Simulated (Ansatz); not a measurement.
The cluster Sn3F4⁺ (the lowest doublet isomer of a short search). Total charge 1; doublet. Geometry r2SCAN-D4/def2-SVP, basis def2-TZVP, Ansatz.

```tsv
atom	x (Å)	y (Å)	z (Å)
Sn1	-0.3230	1.9986	-1.7583
Sn2	-1.5974	-0.9708	0.8410
Sn3	1.8579	-0.6419	0.5801
F4	0.1375	-0.0717	1.7314
F5	1.2775	0.8380	-0.7284
F6	0.1531	-1.7251	-0.1469
F7	-1.5056	0.5728	-0.5188
```

```csv
run,HOMO (eV),LUMO (eV)
A,-7.87,-6.69
B,-7.42,-7.03
C,-7.65,-6.91
D,-10.16,-4.55
E,-8.25,-6.33
```

In the def2 sets Sn takes a core potential; there is no spin–orbit coupling. HSE06 is defined as in plane-wave codes, on full-range PBE exchange. The structure comes from a short search, and lower isomers may exist.

HOMO and LUMO are taken over both spins.

Task: The runs used HSE06, PBE, PBE0, r2SCAN, ωB97M-V. Estimate which is which.

Result: A HSE06 (range-separated); B PBE (0 % exact exchange); C r2SCAN (0 % exact exchange); D ωB97M-V (range-separated); E PBE0 (25 % exact exchange). Exact exchange lowers occupied and raises empty levels; among semilocal functionals meta-GGAs tend to open the gap a little, and such runs are hard to tell apart. The gap grows from 0.38 eV (PBE) to 5.61 eV (ωB97M-V).
